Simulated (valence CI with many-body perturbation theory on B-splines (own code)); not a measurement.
## Energy levels of Ga XXV

Calculated by configuration interaction combined with many-body perturbation theory (CI+MBPT): five valence electrons over a frozen Dirac-Fock core [He], a basis of 11 s, 11 p, 10 d, 8 f, 5 g, 2 h functions for each j, with the one-electron correlation potential Σ1, the two-electron term Σ2, the three-electron term Σ3, Breit, model QED; selected CI, second order for the rest, scaled by the run's own slope (own B-spline code, finite nucleus).

No measured levels were compared; by estimate levels of excited configurations hold to 0.05 to 0.15 % of their energy, terms of the ground configuration to about 0.5 %. Among the levels kept, up to 5500 cm⁻¹ of a level comes from second order outside the variational space, and about a tenth of that is noise between levels of different J, which matters for small intervals.

Levels 1 to 45 of 209, with energies above the lowest level, (2s^2 2p1/2^2 2p3/2) J=3/2. "Leading %" is the weight of the configuration and term that name the level; weights of strongly mixed levels are sums over their largest components and can fall short. In the jj column 3d3/2^4 stands for four electrons in 3d with j = 3/2. Lifetimes count E1, E2, E3, M1 and M2 decay at the calculated energies, and are blank where another channel may lead or the interval is too uncertain; long ones can be off by a factor of two.

```
No.  Configuration  Term    J  E (Ry)  Leading %      g  Lifetime                     Leading jj
  1        2s2.2p3   4S°  3/2    0.00         66  1.721                2s^2 2p1/2^2 2p3/2 (79 %)
  2        2s2.2p3   2D°  3/2    1.90         62  1.167   6.60 μs      2s^2 2p1/2 2p3/2^2 (82 %)
  3        2s2.2p3   2D°  5/2    2.57        100  1.195   38.9 μs     2s^2 2p1/2 2p3/2^2 (100 %)
  4        2s2.2p3   2P°  1/2    3.55         99  0.658   3.76 μs      2s^2 2p1/2 2p3/2^2 (99 %)
  5        2s2.2p3   2P°  3/2    5.12         64  1.232   1.55 μs            2s^2 2p3/2^3 (94 %)
  6         2s.2p4    4P  5/2    9.27         93  1.568   52.2 ps      2s 2p1/2^2 2p3/2^2 (88 %)
  7         2s.2p4    4P  3/2   10.61         92  1.668   28.7 ps        2s 2p1/2 2p3/2^3 (66 %)
  8         2s.2p4    4P  1/2   10.84         85  2.559   26.1 ps      2s 2p1/2^2 2p3/2^2 (58 %)
  9         2s.2p4    2D  3/2   12.88         80  0.931   13.0 ps        2s 2p1/2 2p3/2^3 (53 %)
 10         2s.2p4    2D  5/2   13.37         93  1.222   18.5 ps        2s 2p1/2 2p3/2^3 (88 %)
 11         2s.2p4    2S  1/2   14.70         54  1.595   7.58 ps        2s 2p1/2 2p3/2^3 (46 %)
 12         2s.2p4    2P  3/2   15.31         85  1.253   5.39 ps        2s 2p1/2 2p3/2^3 (80 %)
 13         2s.2p4    2P  1/2   17.29         64  1.167   5.85 ps              2s 2p3/2^4 (71 %)
 14            2p5   2P°  3/2   23.64         98  1.329   6.63 ps         2p1/2^2 2p3/2^3 (98 %)
 15            2p5   2P°  1/2   25.80         98  0.659   5.74 ps           2p1/2 2p3/2^4 (98 %)
 16     2s2.2p2.3s    4P  1/2   98.39         65  2.191    262 fs         2s^2 2p1/2^2 3s (92 %)
 17     2s2.2p2.3s    4P  3/2   99.98         91  1.696    332 fs     2s^2 2p1/2 2p3/2 3s (98 %)
 18     2s2.2p2.3s    2P  1/2  100.29         74  1.154    145 fs     2s^2 2p1/2 2p3/2 3s (97 %)
 19     2s2.2p2.3s    4P  5/2  100.57         62  1.448    281 fs     2s^2 2p1/2 2p3/2 3s (90 %)
 20     2s2.2p2.3p   4D°  1/2  100.70         48  0.689   22.4 ps      2s^2 2p1/2^2 3p1/2 (92 %)
 21     2s2.2p2.3s    2P  3/2  100.85         51  1.089    151 fs     2s^2 2p1/2 2p3/2 3s (95 %)
 22     2s2.2p2.3p   4D°  3/2  101.54         42  1.343   13.4 ps      2s^2 2p1/2^2 3p3/2 (84 %)
 23     2s2.2p2.3p   2S°  1/2  102.27         35  1.545   24.0 ps  2s^2 2p1/2 2p3/2 3p1/2 (94 %)
 24     2s2.2p2.3p   4D°  3/2  102.56         44  1.187   19.3 ps  2s^2 2p1/2 2p3/2 3p1/2 (91 %)
 25     2s2.2p2.3s    2D  5/2  102.79         62  1.344    224 fs         2s^2 2p3/2^2 3s (89 %)
 26     2s2.2p2.3p   4D°  5/2  102.92         74  1.274   41.4 ps  2s^2 2p1/2 2p3/2 3p1/2 (54 %)
 27     2s2.2p2.3s    2D  3/2  102.98         52  1.066    159 fs         2s^2 2p3/2^2 3s (94 %)
 28     2s2.2p2.3p   4P°  5/2  103.04         46  1.380   12.5 ps  2s^2 2p1/2 2p3/2 3p3/2 (63 %)
 29     2s2.2p2.3p   4P°  1/2  103.12         53  2.026   13.0 ps  2s^2 2p1/2 2p3/2 3p3/2 (91 %)
 30     2s2.2p2.3p   2D°  3/2  103.33         54  1.229   6.52 ps  2s^2 2p1/2 2p3/2 3p3/2 (93 %)
 31     2s2.2p2.3p   4D°  7/2  103.57         64  1.326   34.8 ps  2s^2 2p1/2 2p3/2 3p3/2 (88 %)
 32     2s2.2p2.3p   4S°  3/2  103.69         47  1.714   1.81 ps  2s^2 2p1/2 2p3/2 3p1/2 (53 %)
 33     2s2.2p2.3p   2P°  3/2  103.97         59  1.218   6.82 ps  2s^2 2p1/2 2p3/2 3p3/2 (59 %)
 34     2s2.2p2.3d    4F  3/2  104.14         49  0.731    205 fs      2s^2 2p1/2^2 3d3/2 (92 %)
 35     2s2.2p2.3p   2F°  5/2  104.19         36  1.187   8.77 ps  2s^2 2p1/2 2p3/2 3p3/2 (74 %)
 36     2s2.2p2.3s    2S  1/2  104.33         80  1.982    201 fs         2s^2 2p3/2^2 3s (92 %)
 37     2s2.2p2.3d    4F  5/2  104.55         32  1.190   66.3 fs      2s^2 2p1/2^2 3d5/2 (86 %)
 38     2s2.2p2.3p   2P°  1/2  104.60         73  0.816   5.23 ps  2s^2 2p1/2 2p3/2 3p3/2 (71 %)
 39      2s.2p3.3s   6S°  5/2  105.33         86  1.921   3.56 ps     2s 2p1/2^2 2p3/2 3s (48 %)
 40     2s2.2p2.3p   2D°  3/2  105.56         36  1.265   2.05 ps      2s^2 2p3/2^2 3p1/2 (76 %)
 41     2s2.2p2.3p   2D°  5/2  105.69         50  1.235   18.0 ps      2s^2 2p3/2^2 3p3/2 (88 %)
 42     2s2.2p2.3d    2P  3/2  105.80         41  0.979    105 fs  2s^2 2p1/2 2p3/2 3d3/2 (93 %)
 43     2s2.2p2.3p   2F°  7/2  105.81         64  1.238   17.8 ps      2s^2 2p3/2^2 3p3/2 (87 %)
 44     2s2.2p2.3p   2D°  5/2  105.83         67  1.163   9.77 ps      2s^2 2p3/2^2 3p1/2 (81 %)
 45     2s2.2p2.3d    4F  5/2  105.89         51  1.015    169 fs  2s^2 2p1/2 2p3/2 3d3/2 (89 %)
```

The ionisation energy to 2s2.2p2 3P_0 of the next ion comes out as 2390.2 eV (NIST: 2391 ± 18 eV (semi-empirical)). All 209 levels together are meant to be complete up to 119.85 Ry.
